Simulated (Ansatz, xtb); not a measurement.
# Ranking isomers of C3H10OSi2

4 gas-phase structures of C3H10OSi2, from a drawn sample of its isomers (lower ones may exist). Each was relaxed with GFN2-xTB; where two conformers were screened, the lower at r2SCAN-D4/def2-SVP is listed:

A. `O=CC[SiH2]C[SiH3]`, a singlet
B. `C[Si](C)([SiH3])C=O`, a singlet
C. `C[SiH2][C@@H]([SiH3])C=O`, a singlet
D. `C[Si@@H](C=O)C[SiH3]`, a singlet

Task: Estimate their order in r2SCAN-D4/def2-SVP energy at these geometries, lowest first.

Result: Calculated order at r2SCAN-D4/def2-SVP: C (0.000), A (0.046), B (0.222), D (0.244) eV. Less than 1 kcal/mol parts B and D, so the order within that pair means little.

Energies above the lowest of each column, in eV; the last columns are at B3LYP-D3(BJ)/def2-SVP geometries:

| structure | GFN2-xTB | HF/STO-3G | r2SCAN-D4/def2-SVP | B3LYP-D3(BJ)/def2-SVP | CCSD(T)/def2-SVP + ΔMP2/def2-TZVPP |
| --- | --- | --- | --- | --- | --- |
| C | 0.000 | 0.514 | 0.000 | 0.000 | 0.000 |
| A | 0.092 | 0.479 | 0.046 | 0.042 | 0.036 |
| B | 1.075 | 0.000 | 0.222 | 0.209 | 0.198 |
| D | 0.842 | 0.197 | 0.244 | 0.216 | 0.146 |

CCSD(T)/def2-SVP + ΔMP2/def2-TZVPP puts C lowest, with A within 1 kcal/mol; HF/STO-3G picks B. CCSD(T)/def2-SVP + ΔMP2/def2-TZVPP orders those it was run on as C (0.000), A (0.036), D (0.146), B (0.198) eV. Less than 1 kcal/mol parts C and A, so the order within that pair means little. Some further structures that were screened fall inside this span and aren't listed. Flexible structures stand in one conformer each, not always the lowest. B keeps a small imaginary mode. ΔMP2 is the change of the MP2 energy from the smaller to the larger basis.

Over these structures GFN2-xTB departs from r2SCAN-D4/def2-SVP by 0.351 eV on average once a common shift is removed. A GFN2-xTB relaxation took about 0.18 s and the r2SCAN-D4/def2-SVP energy about 1.6 s on a shared host (Ansatz 0.2.0, xtb 6.7.1).
